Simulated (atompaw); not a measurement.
potassium (K): PAW (atompaw) pseudisation with PBE, scalar-relativistic reference atom.

```
Element                 : K
Generator               : atompaw 4.2.0.5
Type                    : PAW
Functional              : PBE
Relativity              : scalar-relativistic
Frozen core             : [Ar]
Valence charge          : 1
Reference configuration : 4s0.75 4p0.25
Partial waves           : 4s (bound): rc 3.00 bohr; 4s channel at 0.85 Ry: rc 3.00 bohr; 4p (bound): rc 3.00 bohr; 4p channel at 1 Ry: rc 3.00 bohr; 3d channel at 0.05 Ry: rc 3.00 bohr
Local potential         : bessel scheme, radius 2.10 bohr
Core correction         : smooth core density matched at 2.75 bohr
Augmentation charge     : besselshape compensation charge, radius 2.50 bohr; PAW radius 3.00 bohr; waves and projectors: custom polynom2 7 10 vanderbiltortho
```

All-electron outer shells of the reference configuration (PBE, scalar-relativistic, ld1.x):

```tsv
shell	level (eV)	outermost node (bohr)	outermost maximum (bohr)
3p	-19.19	0.45	1.15
4s	-2.50	1.58	4.13
4p	-0.97	1.87	5.79
```

Calculated quality:

- Cutoffs needed: 6 Ry and 6 Ry (the cutoffs (Ry, on a coarse ladder) from which the occupation-weighted sum of valence levels, in a spherical-Bessel basis at the reference potential, stays within 10 and 1 mRy of its value at 400 Ry)
- Ghost test: ghost state, extra bound levels that the all-electron valence spectrum of the same l lacks: p at -8.8 eV; a true bound ghost makes a file unfit for plane-wave use (spherical-Bessel basis up to 400 Ry, 20 bohr box)
- Lowest eigenvalue of the overlap operator: 0.47 (s channel)
- Overlap eigenvalues printed by atompaw (projector basis): 0.279, 1.11, 9.72, 440, 2.02e+04
- Share of each valence orbital outside the PAW sphere: 4s 87 %, 4p 97 %

Generation and tests took about 5.4 s on one core of a shared server CPU.
